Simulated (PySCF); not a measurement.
C2H7FOSi. Atoms are numbered in the order given.

```xyz
12

Si     1.1750     0.3367     0.5136
F      2.0109     0.4070    -0.8803
O     -0.4449     0.3370     0.2183
C     -1.1909    -0.7256    -0.3626
C     -2.6575    -0.5627    -0.0142
H      1.5871    -0.9259     1.1827
H      1.4691     1.5552     1.2965
H     -0.8150    -1.7014     0.0024
H     -1.0505    -0.7130    -1.4586
H     -3.0324     0.4060    -0.3785
H     -3.2556    -1.3654    -0.4739
H     -2.8021    -0.5980     1.0767
```
Charge 0, spin multiplicity 1.

Coordinates come from a B3LYP-D3(BJ)/def2-SVP optimisation. The values are those of a single conformer.

Computed with TDDFT-M06-2X/def2-SVPD run with PySCF 2.14.0.

Vertical excitations. The molecule is in vacuum.

```json
[
 {"state": "S1", "energy (eV)": "8.21", "λ (nm)": "151", "f": "0.005", "main pairs": "HOMO→LUMO 63 %, HOMO→LUMO+2 22 %"},
 {"state": "S2", "energy (eV)": "8.33", "λ (nm)": "149", "f": "0.013", "main pairs": "HOMO→LUMO+1 50 %, HOMO−1→LUMO+1 19 %"},
 {"state": "S3", "energy (eV)": "8.64", "λ (nm)": "143", "f": "0.020", "main pairs": "HOMO−1→LUMO 30 %, HOMO−1→LUMO+2 21 %, HOMO−1→LUMO+1 12 %, HOMO−1→LUMO+3 9 %"},
 {"state": "S4", "energy (eV)": "8.79", "λ (nm)": "141", "f": "0.060", "main pairs": "HOMO−1→LUMO+1 27 %, HOMO→LUMO+1 26 %, HOMO−1→LUMO 22 %"},
 {"state": "S5", "energy (eV)": "8.88", "λ (nm)": "140", "f": "0.013", "main pairs": "HOMO→LUMO+2 30 %, HOMO→LUMO 18 %, HOMO→LUMO+3 13 %, HOMO→LUMO+4 8 %"},
 {"state": "S6", "energy (eV)": "9.25", "λ (nm)": "134", "f": "0.005", "main pairs": "HOMO−2→LUMO 20 %, HOMO−1→LUMO+2 17 %, HOMO−1→LUMO 17 %, HOMO−2→LUMO+2 15 %"},
 {"state": "S7", "energy (eV)": "9.30", "λ (nm)": "133", "f": "0.069", "main pairs": "HOMO−2→LUMO 35 %, HOMO→LUMO+3 17 %, HOMO−1→LUMO+2 12 %, HOMO→LUMO+2 11 %"},
 {"state": "S8", "energy (eV)": "9.37", "λ (nm)": "132", "f": "0.030", "main pairs": "HOMO−2→LUMO+1 53 %, HOMO−1→LUMO+1 12 %"},
 {"state": "S9", "energy (eV)": "9.61", "λ (nm)": "129", "f": "0.060", "main pairs": "HOMO→LUMO+4 26 %, HOMO−1→LUMO+2 14 %, HOMO→LUMO+2 9 %, HOMO−2→LUMO+3 8 %"},
 {"state": "S10", "energy (eV)": "9.63", "λ (nm)": "129", "f": "0.017", "main pairs": "HOMO→LUMO+4 34 %, HOMO→LUMO+3 20 %, HOMO→LUMO+5 14 %, HOMO−2→LUMO+3 6 %"},
 {"state": "T1", "energy (eV)": "7.95", "λ (nm)": "156", "f": "0", "main pairs": "HOMO→LUMO 34 %, HOMO→LUMO+2 29 %, HOMO→LUMO+3 9 %, HOMO→LUMO+1 6 %"},
 {"state": "T2", "energy (eV)": "8.00", "λ (nm)": "155", "f": "0", "main pairs": "HOMO→LUMO+1 46 %, HOMO−1→LUMO+1 11 %, HOMO→LUMO 10 %"},
 {"state": "T3", "energy (eV)": "8.31", "λ (nm)": "149", "f": "0", "main pairs": "HOMO−1→LUMO 31 %, HOMO−1→LUMO+2 30 %, HOMO→LUMO 11 %"},
 {"state": "T4", "energy (eV)": "8.41", "λ (nm)": "147", "f": "0", "main pairs": "HOMO−1→LUMO+1 43 %, HOMO→LUMO+1 17 %, HOMO−1→LUMO+3 9 %, HOMO−2→LUMO+1 7 %"}
]
```
Triplets are in the Tamm–Dancoff approximation, which puts them higher than full response would, so one can lie above its singlet here.
